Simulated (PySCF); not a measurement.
## Removing the step error of a finite difference

System: H$_{5}$AlN$_{2}$, singlet, geometry from GFN2-xTB (such geometries of metal compounds can be far from the true shape), atoms displaced at random by about 0.08 Å a coordinate. Level: HF/STO-3G, gradient in PySCF. Sums are taken with unrounded values, so a last digit can differ.

Central differences of the energy along z of atom 2 gave a gradient component of 0.021055 Eh/bohr at step 0.05 and 0.021331 Eh/bohr at step 0.2 (atomic units).

Q: Extrapolate to zero step.

A: The leading error of a symmetric difference goes as h², so A(h) = A0 + c h². Then c = (0.021331 - (0.021055))/(0.2² - 0.05²) = 0.00735 (atomic units) and A0 = 0.021055 - c × 0.05² = 0.021037 Eh/bohr. The analytic value from the same program and level is 0.021036 Eh/bohr: the smaller step missed it by 0.000019, the extrapolation by 0.000000.
